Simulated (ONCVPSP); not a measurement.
# Transferability test, ONCV potential for cobalt (Co)

* Element: Co
* Generator: ONCVPSP 4.0.1
* Type: optimised norm-conserving Vanderbilt (ONCV)
* Functional: LDA (Perdew-Zunger)
* Relativity: scalar-relativistic
* Frozen core: [Ne]
* Valence charge: 17
* Reference configuration: 3s2 3p6 3d7 (charge +2)
* Partial waves: 3s: rc 1.20 bohr, ncon 3, nbas 6, qcut 7.9 1/bohr, 3 projectors, debl 1.6 Ha; 3p: rc 0.95 bohr, ncon 4, nbas 8, qcut 13.7 1/bohr, 2 projectors, debl 0.4 Ha; 3d: rc 1.40 bohr, ncon 4, nbas 9, qcut 12.1 1/bohr, 2 projectors, debl 3.4 Ha
* Local potential: polynomial inside 0.85 bohr (lpopt 2, dvloc0 0 Ha)
* Core correction: none

In the s channel the program set the typed energies aside and used -4.448, 0.250, 1.850 Ha. In the p channel the program set the typed energies aside and used -3.112, 0.250 Ha.

Energies are relative to the spin-unpolarised reference configuration 3s2 3p6 3d7; without spin polarisation the order of configurations can differ from experiment.

Question: Give the all-electron excitation energy and the error of the potential for: 3s2 3p6 3d7 4s2; 3s2 3p6 3d7 4s1; 3s2 3p6 3d6; 3s2 3p6 3d8 4s1.

Answer:

| valence configuration | charge | ΔE all-electron (eV) | error AE − PS (meV) |
| --- | --- | --- | --- |
| 3s2 3p6 3d7 4s2 | 0 | -26.380 | +7.6 |
| 3s2 3p6 3d7 4s1 | +1 | -17.085 | +3.1 |
| 3s2 3p6 3d6 | +3 | 36.188 | +36 |
| 3s2 3p6 3d8 4s1 | 0 | -27.620 | +1.9 |
